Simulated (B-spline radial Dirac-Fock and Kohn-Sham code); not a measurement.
**The L3 (2p3/2) hole of erbium ions: width and yield against charge**

Calculated with a B-spline atomic structure program, using independent-particle rates on relativistic LDA orbitals of the hole state (multipoles up to L = 3, Coulomb Auger matrix elements, transition energies from Dirac-Fock). Tabulated ground configurations, configuration averages; single configurations, so decays that open only by mixing (as 1s 2s² with 1s 2p² in Be-like ions) are missing and such tiny yields are far too low.

```csv
ion,configuration,radiative (eV),non-radiative (eV),yield
Er,[Xe] 4f12 6s2,0.831,3.27,0.202
Er⁺,[Xe] 4f12 6s1,0.830,3.27,0.202
Er²⁺,[Xe] 4f12,0.830,3.27,0.202
Er³⁺,[Xe] 4f11,0.831,3.28,0.202
Er⁴⁺,[Xe] 4f10,0.832,3.29,0.202
Er⁵⁺,[Kr] 4d10 4f10 5s2 5p5,0.833,3.29,0.202
Er⁶⁺,[Kr] 4d10 4f10 5s2 5p4,0.833,3.28,0.202
Er⁷⁺,[Kr] 4d10 4f10 5s2 5p3,0.833,3.28,0.203
```
